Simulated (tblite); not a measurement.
C6H14P2.
Z-matrix (Å and degrees, GFN2-xTB geometry), rows numbered from 1:
```
C 
C   1  1.5176
C   2  1.5399  1  115.83
C   3  1.5364  2   97.72  1  -134.05
P   4  1.8801  3   92.33  2    13.37
C   5  1.8685  2   99.28  1  -130.85
C   6  1.5215  5  109.94  2    82.92
P   7  1.8598  6  114.13  5  -175.34
H   1  1.0888  2  110.65  3   174.66
H   1  1.0895  2  110.33  3   -65.29
H   1  1.0883  2  110.58  3    54.79
H   2  1.0945  1  109.62  3   127.17
H   3  1.0898  2  110.85  1   -17.71
H   3  1.0907  2  114.35  1   104.72
H   4  1.0899  3  113.57  2  -102.45
H   4  1.0891  3  114.70  2   131.76
H   6  1.0949  5  109.79  2   -39.20
H   6  1.0943  5  107.65  2  -156.86
H   7  1.0952  6  110.42  5   -54.77
H   7  1.0941  6  110.50  5    63.28
H   8  1.3951  7   95.55  6   -44.95
H   8  1.3957  7   95.45  6    47.22
```

Computed values, GFN2-xTB/tblite, gas phase, harmonic and unscaled. The method is semi-empirical: single wavenumbers can be off by several per cent or more. Modes of hydrogen on phosphorus can be 10 to 20 % off. One conformer, not necessarily the lowest.

Harmonic wavenumbers (cm⁻¹): 27.7, 46.7, 75.6, 119.3, 190.0, 201.5, 218.9, 237.4, 264.8, 308.6, 405.9, 522.2, 659.0, 673.6, 719.1, 722.7, 736.1, 778.8, 788.0, 866.1, 888.8, 928.0, 937.0, 994.5, 1018.8, 1032.8, 1054.4, 1082.0, 1126.6, 1139.7, 1149.4, 1172.3, 1178.0, 1188.3, 1212.2, 1233.8, 1264.4, 1267.8, 1305.5, 1409.7, 1440.4, 1447.2, 1450.2, 1487.9, 1493.9, 1500.4, 2253.7, 2325.9, 2912.7, 2917.0, 2928.9, 2940.7, 2953.2, 2967.4, 2980.9, 2991.1, 3000.7, 3007.7, 3019.5, 3028.1.

A = 2604, B = 648.3, C = 588.4 MHz; mass 148.057 u (most abundant isotopes); point group C1, symmetry number 1.

Task: Zero-point energy?

Result: Half the sum of the wavenumbers: 40097 cm⁻¹ = 114.64 kcal/mol.

Task: Give the ideal-gas entropy at 298.15 K and 1 bar in the rigid-rotor, harmonic-oscillator model (classical rotation).

Result: Translation 40.91, rotation 30.16, vibration 34.22: S = 105.3 cal/(mol K).

Task: And Cp and H(298.15 K) − H(0)?

Result: Cp = 41.19 cal/(mol K), of which vibrations give 33.24 (their classical limit is 60 R = 119.2); H(298.15 K) − H(0) = 7.45 kcal/mol without the zero-point energy, 5.08 from vibrations.

Task: What must be added to the electronic energy to get the Gibbs energy at 298.15 K and 1 bar?

Result: ZPE + [H(298.15 K) − H(0)] − T·S = 114.64 + 7.45 − 31.39 = 90.70 kcal/mol.

Task: Blend soft modes into free rotors: weight 1/[1 + (100 cm⁻¹/ν̃)⁴] for the oscillator and the rest for a rotor with moment μB/(μ + B), μ = h/(8π²ν), B = 10⁻⁴⁴ kg m². What vibrational entropy results?

Result: 30.32 cal/(mol K) in place of 34.22, which changes −T·S at 298.15 K by +1.16 kcal/mol.

Task: Which modes carry the vibrational entropy at 298.15 K?

Result: 27.7 cm⁻¹: 5.99; 46.7 cm⁻¹: 4.95; 75.6 cm⁻¹: 4.00; 119.3 cm⁻¹: 3.11; 190.0 cm⁻¹: 2.23; 201.5 cm⁻¹: 2.12 cal/(mol K); the other 54 give 11.82 together.

Hindered rotation and anharmonicity are outside this model. Other conformers, if any are populated, would add a mixing term that is left out. The structure is chiral; the term R ln 2 for an equal mix with its mirror image is left out.
